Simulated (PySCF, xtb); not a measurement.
C3H8BFO, SMILES FB(CC)CO.

GFN2-xTB (xtb) at its own geometry gives an orbital gap of 4.42 eV and a dipole moment of 1.81 D.

Geometry: r2SCAN-D4/def2-SVP. The structure was generated by enumeration, and PubChem lists no compound with its InChIKey, so it may never have been made. The values are those of a single conformer.

### Question
What does r2SCAN/def2-TZVP (PySCF) give? (Estimate from the structure and the level; the computed values follow.)

### Answer
gap 5.52 eV (levels -6.32 and -0.80 eV), dipole 1.45 D.
